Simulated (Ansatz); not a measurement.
Born–Oppenheimer molecular dynamics of a periodic cell of 39 atoms, H18C10O11 (contents 3 CH3CH2OH + 4 CO2, density as packed 0.85 g/cm³ with natural masses). It starts from a partly relaxed structure (largest force component 0.27 eV/Å).

All numbers below come from Ansatz, DFT PBE-D3(BJ), scalar-relativistic, plane waves, PAW. Settings: cutoff 420 eV, k mesh 1x1x1, fermi-dirac smearing 0.05 eV, no spin polarisation.

* ensemble: NVT, Langevin thermostat
* time step: 0.5 fs
* steps asked: 220
* set temperature: 500 K
* friction: 0.02 /fs
* seed: 280367

Frames 10 fs apart, positions in Å, forces in eV/Å.

Velocities at 5.0 fs (Å/ps):

```
C -2.59 -2.00 0.71
C -0.22 -3.00 -6.20
O -5.49 1.75 1.18
H 25.44 16.70 -16.83
H -13.55 -5.39 36.89
H 2.25 -22.85 -12.21
H -17.39 10.46 11.57
H -14.57 -0.99 5.69
H 4.94 7.52 8.04
C -2.53 6.30 -0.91
C -5.53 3.23 3.73
O 0.24 3.62 2.79
H -1.08 -9.50 -21.59
H -16.00 -11.41 -17.51
H -0.97 4.04 1.68
H -9.06 -18.62 0.13
H 9.21 16.53 -15.81
H -17.12 -35.85 -26.32
C -4.03 1.29 -3.83
C -7.48 2.28 -0.66
O -3.51 1.87 7.04
H -26.38 -25.48 -4.81
H -10.60 -24.51 -10.62
H -33.92 6.11 1.09
H -13.62 -20.14 3.82
H -7.09 1.97 10.83
H -57.81 -1.64 -13.45
C 0.03 0.13 1.47
O 1.83 -5.01 2.75
O 2.30 -2.14 5.82
C -1.66 -3.91 2.03
O -4.55 -4.55 -3.96
O 2.67 0.98 1.61
C 4.26 7.04 2.65
O -1.65 -2.96 -4.84
O 9.10 -2.30 -4.10
C 2.10 6.47 -12.05
O 2.03 2.40 2.99
O 5.33 -7.80 -0.65
```

```xyz
39
Lattice="8.4832 0.0000 0.0000 0.0000 8.4832 0.0000 0.0000 0.0000 8.4832" Properties=species:S:1:pos:R:3:forces:R:3 time_fs=5.0 energy_less_start_eV=0.973 T=325
C 5.379 -0.389 0.706 1.47 0.68 0.57
C 4.473 0.506 1.424 -2.07 2.46 0.37
O 3.160 0.550 0.746 0.77 -0.06 0.08
H 2.675 1.287 1.152 -0.11 -0.08 -0.04
H 4.216 0.303 2.497 0.73 -0.38 -0.44
H 4.904 1.550 1.377 -0.23 -0.48 0.17
H 6.356 -0.265 1.220 -0.18 -0.66 -0.01
H 4.994 -1.382 0.772 0.12 -1.11 -0.44
H 5.601 0.004 -0.292 -0.48 -0.40 -0.27
C 3.599 4.371 1.356 1.30 0.46 1.10
C 2.598 5.360 0.789 1.04 -0.11 0.41
O 1.316 4.773 0.893 -0.96 0.18 -0.83
H 0.775 5.234 0.212 0.04 -0.42 0.54
H 2.575 6.334 1.343 0.43 -0.30 -0.49
H 2.911 5.480 -0.262 -0.34 0.47 -0.02
H 4.673 4.686 1.316 -0.66 0.17 -0.60
H 3.533 4.242 2.447 -0.63 -0.23 0.02
H 3.542 3.404 0.856 -0.18 -0.20 -0.15
C 5.157 2.898 6.591 -0.13 -0.15 -1.22
C 5.601 2.242 5.301 -0.99 -0.67 0.51
O 5.100 3.018 4.252 0.09 -0.14 -2.33
H 5.153 2.433 3.443 -0.15 0.97 0.73
H 6.677 2.034 5.205 0.19 0.17 0.17
H 5.035 1.294 5.285 0.47 -0.43 0.01
H 5.536 2.213 7.327 0.17 0.25 1.24
H 5.466 3.946 6.611 0.35 -0.02 0.54
H 4.060 2.868 6.556 0.01 0.02 0.35
C 7.784 4.594 2.959 -1.88 0.09 -2.85
O 8.415 4.492 3.907 1.63 -0.18 2.42
O 7.113 4.674 1.998 0.19 0.06 0.39
C 6.898 7.020 5.278 -0.36 -0.34 0.73
O 6.505 6.505 6.251 0.03 -0.03 0.02
O 7.275 7.540 4.309 0.32 0.39 -0.75
C 1.235 1.656 4.052 -0.20 -1.13 2.51
O 1.218 1.515 5.247 0.10 0.74 -2.62
O 1.218 1.642 2.883 0.06 0.45 0.14
C 2.339 7.181 5.677 2.78 0.63 -0.49
O 3.352 7.592 5.150 -3.14 -1.08 1.22
O 1.434 6.730 6.278 0.38 0.44 -0.71
39
Lattice="8.4832 0.0000 0.0000 0.0000 8.4832 0.0000 0.0000 0.0000 8.4832" Properties=species:S:1:pos:R:3:forces:R:3 time_fs=15.0 energy_less_start_eV=1.122 T=373
C 5.360 -0.417 0.744 0.48 -0.05 -0.53
C 4.374 0.530 1.396 1.97 0.70 -0.37
O 3.119 0.569 0.769 0.12 -0.41 -0.27
H 2.825 1.457 0.973 -0.86 0.50 -0.06
H 4.349 0.182 2.408 -0.61 0.03 1.38
H 4.862 1.577 1.373 -0.51 -1.06 0.14
H 6.329 -0.475 1.288 -0.43 0.31 -0.22
H 5.041 -1.445 0.618 -0.59 -0.45 0.45
H 5.515 -0.120 -0.284 0.47 0.40 -0.53
C 3.558 4.360 1.364 0.71 1.98 0.72
C 2.573 5.361 0.805 0.59 0.87 -1.18
O 1.267 4.832 0.883 -0.49 -0.35 0.60
H 0.746 5.127 0.128 -0.07 0.18 -0.13
H 2.630 6.425 1.191 0.05 -0.94 0.21
H 2.837 5.464 -0.262 0.02 0.13 -0.10
H 4.616 4.632 1.111 -0.70 0.01 0.71
H 3.351 4.152 2.409 0.45 0.31 0.65
H 3.399 3.449 0.903 -0.49 -2.16 -1.48
C 5.099 2.902 6.561 1.55 0.38 0.78
C 5.528 2.212 5.288 -1.02 -0.40 1.37
O 5.074 3.030 4.268 -0.46 -0.21 -3.40
H 4.928 2.453 3.438 0.37 1.23 1.49
H 6.572 1.936 5.224 0.86 0.24 0.03
H 4.968 1.280 5.263 -0.13 -0.66 0.04
H 5.357 2.355 7.452 0.24 -0.77 0.51
H 5.526 3.892 6.778 0.24 0.11 -0.61
H 4.053 3.026 6.592 -1.62 0.07 -0.20
C 7.798 4.576 2.966 0.46 -0.33 0.71
O 8.457 4.480 3.948 -0.68 0.19 -1.09
O 7.121 4.636 2.013 0.12 0.09 0.32
C 6.853 7.015 5.258 0.32 -0.88 1.24
O 6.495 6.476 6.246 -0.01 0.67 -1.01
O 7.319 7.503 4.302 -0.33 0.24 -0.21
C 1.289 1.698 4.056 -0.41 -1.39 0.21
O 1.214 1.513 5.208 0.17 0.69 0.45
O 1.300 1.641 2.893 0.20 0.78 -0.60
C 2.377 7.191 5.604 2.12 0.16 0.63
O 3.381 7.642 5.172 -1.17 -0.13 -0.33
O 1.530 6.675 6.215 -0.94 -0.05 -0.29
39
Lattice="8.4832 0.0000 0.0000 0.0000 8.4832 0.0000 0.0000 0.0000 8.4832" Properties=species:S:1:pos:R:3:forces:R:3 time_fs=25.0 energy_less_start_eV=1.428 T=400
C 5.358 -0.478 0.742 -1.26 0.30 0.89
C 4.361 0.512 1.419 0.24 2.23 -1.02
O 3.052 0.585 0.768 1.33 -2.27 -0.22
H 2.680 1.448 0.679 -0.01 1.34 0.27
H 4.180 0.223 2.450 0.05 -0.18 0.54
H 4.823 1.610 1.422 -0.60 -1.91 0.05
H 6.223 -0.593 1.414 0.06 0.15 -0.31
H 4.893 -1.471 0.658 0.00 0.10 -0.01
H 5.619 -0.147 -0.256 0.32 0.15 -0.26
C 3.507 4.300 1.329 0.23 4.14 1.94
C 2.548 5.358 0.729 0.27 0.18 2.17
O 1.161 4.906 0.869 1.33 0.29 -0.19
H 0.743 5.089 0.021 -0.34 0.10 -0.24
H 2.700 6.332 1.313 -0.39 -0.85 -0.82
H 2.866 5.509 -0.295 -0.33 0.18 -0.58
H 4.536 4.643 1.160 0.05 -0.19 -0.10
H 3.401 4.180 2.424 -0.21 0.03 -0.30
H 3.320 3.445 0.853 -0.49 -3.83 -1.92
C 5.062 2.924 6.600 1.83 -0.13 -1.26
C 5.439 2.143 5.322 -0.36 2.21 -0.22
O 5.026 3.070 4.171 -0.17 -2.73 -0.28
H 4.814 2.447 3.389 0.48 1.25 1.44
H 6.525 2.124 5.303 0.43 -0.44 -0.22
H 5.022 1.133 5.248 -0.25 0.14 -0.16
H 5.191 2.368 7.505 0.43 -0.59 0.72
H 5.690 3.836 6.614 -0.15 -0.27 0.21
H 4.070 3.232 6.582 -2.18 0.57 -0.21
C 7.835 4.592 2.968 1.68 -0.62 2.57
O 8.500 4.514 3.954 -0.76 0.30 -1.28
O 7.152 4.593 2.043 -1.10 0.24 -1.32
C 6.830 7.002 5.243 1.96 1.11 -2.31
O 6.474 6.521 6.209 -1.62 -1.41 2.86
O 7.337 7.470 4.298 -0.34 0.33 -0.56
C 1.319 1.616 4.074 0.04 0.20 -5.69
O 1.195 1.506 5.207 -0.08 -0.11 2.56
O 1.389 1.673 2.869 -0.06 0.04 3.22
C 2.500 7.187 5.566 -3.48 -2.19 2.68
O 3.431 7.716 5.166 2.07 1.20 -1.39
O 1.582 6.638 6.098 1.39 0.90 -1.26
39
Lattice="8.4832 0.0000 0.0000 0.0000 8.4832 0.0000 0.0000 0.0000 8.4832" Properties=species:S:1:pos:R:3:forces:R:3 time_fs=35.0 energy_less_start_eV=1.359 T=434
C 5.322 -0.512 0.743 -0.93 0.43 0.63
C 4.344 0.510 1.419 0.46 0.82 0.18
O 3.044 0.543 0.735 1.20 -0.06 0.29
H 2.858 1.462 0.482 -0.03 -0.04 0.07
H 4.157 0.215 2.508 0.17 0.15 -1.09
H 4.849 1.580 1.462 -0.89 -1.67 -0.24
H 6.194 -0.633 1.400 -0.12 -0.33 0.16
H 4.758 -1.468 0.606 0.65 0.50 0.06
H 5.744 -0.167 -0.208 -0.40 0.08 -0.15
C 3.469 4.279 1.280 -0.80 1.57 1.52
C 2.497 5.329 0.678 -0.63 0.78 0.23
O 1.086 4.979 0.846 0.97 -0.73 0.43
H 0.586 5.210 0.058 0.01 0.12 -0.37
H 2.554 6.298 1.228 0.63 -0.42 0.06
H 2.643 5.653 -0.361 0.37 -0.60 -0.15
H 4.525 4.564 1.267 0.01 0.42 -0.29
H 3.218 4.245 2.378 0.15 -0.19 -0.70
H 3.437 3.275 0.921 -0.46 -0.82 -0.74
C 5.045 2.934 6.573 1.53 -0.12 -0.38
C 5.314 2.177 5.310 2.11 0.99 -2.06
O 5.003 3.060 4.147 -0.55 -0.68 -0.07
H 4.784 2.511 3.345 0.33 0.42 1.09
H 6.443 2.107 5.239 -0.74 -0.56 0.22
H 4.904 1.200 5.109 -0.56 -0.41 0.45
H 5.242 2.307 7.449 -0.08 0.07 0.09
H 5.792 3.757 6.532 -0.46 -0.12 0.47
H 4.078 3.352 6.571 -1.51 0.49 0.26
C 7.879 4.581 3.024 -3.09 -0.04 -4.61
O 8.527 4.604 3.955 2.19 -0.03 3.15
O 7.192 4.571 2.056 0.60 -0.06 1.40
C 6.857 6.983 5.191 0.09 -0.11 1.32
O 6.420 6.547 6.218 0.76 0.80 -2.35
O 7.355 7.455 4.224 -0.86 -0.63 1.03
C 1.315 1.528 4.027 -0.69 0.51 4.92
O 1.174 1.494 5.210 0.23 -0.50 -1.40
O 1.425 1.710 2.911 0.36 0.08 -3.42
C 2.597 7.180 5.602 -0.21 0.38 -0.70
O 3.492 7.793 5.145 -0.21 -0.47 0.45
O 1.641 6.601 5.955 0.39 0.01 0.26
39
Lattice="8.4832 0.0000 0.0000 0.0000 8.4832 0.0000 0.0000 0.0000 8.4832" Properties=species:S:1:pos:R:3:forces:R:3 time_fs=45.0 energy_less_start_eV=1.596 T=414
C 5.291 -0.515 0.788 0.88 -0.66 -1.21
C 4.314 0.483 1.411 2.01 -0.96 1.77
O 3.102 0.490 0.751 -0.86 1.53 -1.37
H 3.120 1.356 0.249 -0.54 -1.19 0.46
H 4.190 0.175 2.493 -0.24 0.33 -0.58
H 4.804 1.477 1.406 -0.14 -0.04 0.08
H 6.243 -0.769 1.353 -0.71 1.02 -0.46
H 4.880 -1.540 0.686 -0.43 0.45 -0.03
H 5.494 -0.163 -0.285 0.18 -0.52 1.26
C 3.423 4.278 1.294 -1.16 -0.42 -1.58
C 2.421 5.312 0.647 2.55 -0.28 -0.94
O 1.081 5.003 0.842 0.23 -0.47 1.07
H 0.569 5.229 0.076 -0.47 0.30 -0.80
H 2.784 6.217 1.151 -0.78 0.69 0.05
H 2.674 5.476 -0.458 -0.28 -0.35 1.10
H 4.418 4.767 1.286 -0.23 -0.56 0.08
H 3.067 4.094 2.309 0.21 -0.06 0.27
H 3.412 3.277 0.725 0.23 1.22 0.69
C 5.049 2.979 6.531 1.91 -0.57 1.16
C 5.305 2.243 5.213 0.50 -1.85 2.77
O 5.002 3.031 4.121 0.67 0.88 -0.42
H 4.728 2.420 3.442 -0.23 -0.28 -0.94
H 6.351 1.663 5.316 -1.40 1.48 -0.83
H 4.569 1.425 5.303 0.18 -0.17 -0.37
H 5.279 2.253 7.376 -0.13 0.59 -0.75
H 5.656 3.880 6.763 0.00 -0.31 -0.45
H 4.035 3.257 6.664 -1.39 0.35 -0.15
C 7.895 4.569 3.030 0.30 0.31 -0.68
O 8.590 4.627 3.991 -1.05 -0.29 -1.05
O 7.259 4.559 2.030 0.38 -0.17 1.74
C 6.869 6.966 5.169 -0.77 0.00 1.19
O 6.391 6.561 6.172 0.64 0.16 -1.01
O 7.296 7.438 4.189 0.14 -0.09 -0.17
C 1.282 1.518 4.053 -0.12 0.80 2.94
O 1.135 1.463 5.252 0.23 -0.33 -2.95
O 1.465 1.711 2.916 -0.19 -0.41 0.10
C 2.633 7.223 5.601 3.73 2.24 -2.47
O 3.564 7.834 5.161 -1.43 -0.85 1.22
O 1.727 6.573 5.836 -2.35 -1.48 1.26
```

Of the whole run (110 fs, mean temperature of the second half 469 K): A run of 0.11 ps of so small a system gives no equilibrium averages. Limits of this set-up: coarse k mesh.

The run took 14 min on 1 thread of Arm Neoverse V1 (shared host), peak memory 0.58 GiB.
